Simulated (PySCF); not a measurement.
An excited-state job on `N#C[C@H](F)Br` (bromofluoroacetonitrile).

Computed with TDDFT B3LYP/def2-SVPD, vertical, gas phase, core orbitals frozen in the response (PySCF 2.14.0, density-fitted response routines). Geometry: GFN2-xTB. The input is one job of a driver script: a line of settings, then coordinates in Å.

Input:
```
{"job": {"kind": "uv", "xc": "B3LYP", "basis": "def2-SVPD", "nstates": 8, "ntriplets": 3}, "charge": 0, "multiplicity": 1}
N      2.145244     0.351223    -0.064312
C      1.036317     0.091267    -0.005966
C     -0.378516    -0.210137     0.069065
F     -0.754642    -1.107337    -0.865097
Br    -1.386483     1.468858    -0.215218
H     -0.658799    -0.591884     1.059953
```

Output:
```
coarse grid: 30584 points
cycle   1  E = -2804.9797885211  dE = -4.024e-01  |g| = 6.681e-01  |ddm| = 3.296e+00
cycle   2  E = -2804.5962554229  dE =  3.835e-01  |g| = 1.493e+00  |ddm| = 2.233e+00
cycle   3  E = -2805.0688794865  dE = -4.726e-01  |g| = 1.896e-01  |ddm| = 1.555e+00
cycle   4  E = -2805.0747747915  dE = -5.895e-03  |g| = 7.799e-02  |ddm| = 2.211e-01
cycle   5  E = -2805.0759784400  dE = -1.204e-03  |g| = 1.374e-02  |ddm| = 7.989e-02
cycle   6  E = -2805.0760048888  dE = -2.645e-05  |g| = 2.764e-03  |ddm| = 1.513e-02
cycle   7  E = -2805.0760065733  dE = -1.685e-06  |g| = 7.982e-04  |ddm| = 4.329e-03
final grid: 63464 points
cycle   8  E = -2805.0759266212  dE =  2.109e-07  |g| = 1.259e-03  |ddm| = 2.590e-03
cycle   9  E = -2805.0759258854  dE =  7.358e-07  |g| = 2.217e-03  |ddm| = 3.734e-03
cycle  10  E = -2805.0759269468  dE = -1.061e-06  |g| = 4.022e-04  |ddm| = 2.371e-03
cycle  11  E = -2805.0759269838  dE = -3.697e-08  |g| = 1.924e-05  |ddm| = 3.873e-04
cycle  12  E = -2805.0759269839  dE = -8.276e-11  |g| = 4.210e-06  |ddm| = 3.018e-05
converged SCF energy = -2805.0759269839

Static polarisability (au): isotropic 51.674, principal 40.319 48.494 66.208

Singlet excitations
state   eV       nm        f      main configurations
  1   5.2749    235.0   0.00303   H->L 0.98
  2   5.4407    227.9   0.00374   H-1->L 0.98
  3   6.6396    186.7   0.00117   H->L+1 0.93
  4   6.7307    184.2   0.01617   H-2->L 0.53, H-1->L+1 0.27, H-3->L 0.10
  5   6.8940    179.8   0.01685   H-1->L+1 0.56, H-3->L 0.26
  6   7.1893    172.5   0.03739   H-3->L 0.57, H-2->L+1 0.16, H-2->L 0.13
  7   7.5389    164.5   0.00731   H-4->L 0.47, H-2->L+1 0.37
  8   7.6080    163.0   0.01202   H-4->L 0.44, H->L+2 0.18, H-2->L+1 0.16

Triplet excitations (Tamm-Dancoff, eV): 4.6335 4.7703 5.7396
```

The SCF starts on a coarse grid where the log names one; the energy can jump when the final grid takes over, and dE then counts from the start density on the new grid. H and L stand for HOMO and LUMO; the number after each pair is its weight.

Give the mean polarisability as a volume in Å³, and the ratio of the largest to the smallest principal value.

51.674 au × 0.148185 = 7.66 Å³; 66.208/40.319 = 1.64.

In short: HOMO -8.82 eV, LUMO -2.33 eV; lowest singlet 5.27 eV; lowest triplet 4.63 eV (Tamm–Dancoff); mean polarisability 51.7 au.

 The B3LYP/def2-SVPD calculation is non-relativistic and has no spin–orbit coupling, an omission that weighs most on bromine.

The run took 12 s on one thread of an Arm Neoverse V1, no GPU, on a shared host.
Labels such as C1 count atoms from 1, the log's own numbers from 0.
